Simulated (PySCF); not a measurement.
Interval between two levels of Au⁺ by level of theory

Au⁺ [Xe] 4f14 5d10 → Au⁺ [Xe] 4f14 5d9 6s1 [3D3, M_J = 3], as a difference of total energies. Calculation: PySCF 2.14, in x2c-TZVPall-2c with one added diffuse shell each of s, p, d type (12s12p11d2f, 117 functions); the two-component X2C-1e Hamiltonian. Correlated levels: [Kr] 4d10 4f14 frozen; the 34 highest virtual spinors dropped. "Screened" scales the spin-orbit matrix elements by Boettger's factors to mimic the two-electron term; Breit and QED terms are absent.

| method | interval between two levels (cm⁻¹) |
| --- | --- |
| GHF (screened spin-orbit) | 12754 |
| GMP2 (screened spin-orbit) | 13946 |

The labels give the starting determinants; with spin-orbit coupling the two ends relaxed to ⟨J²⟩ = 0.00, ⟨L²⟩ = 0.18, ⟨S²⟩ = 0.18 and ⟨J²⟩ = 12.01, ⟨L²⟩ = 6.17, ⟨S²⟩ = 2.18.
